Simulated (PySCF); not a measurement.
All values below come from PBE-D3(BJ)/def2-TZVP // B3LYP-D3(BJ)/def2-TZVP (PySCF). Gas-phase values, no solvent. 

Reference species (SMILES): `C=C=NC` (neutral, multiplicity 1).

LUMO: -0.90 eV
dipole moment: 1.37 D
HOMO: -5.42 eV

Changed species: `CC=C=N`.

Question: What does the change do to the LUMO, dipole moment and HOMO?

Answer: the LUMO falls by 0.23 eV, to -1.13 eV; the dipole moment increases by 0.20 D, to 1.57 D; the HOMO rises by 0.10 eV, to -5.32 eV.
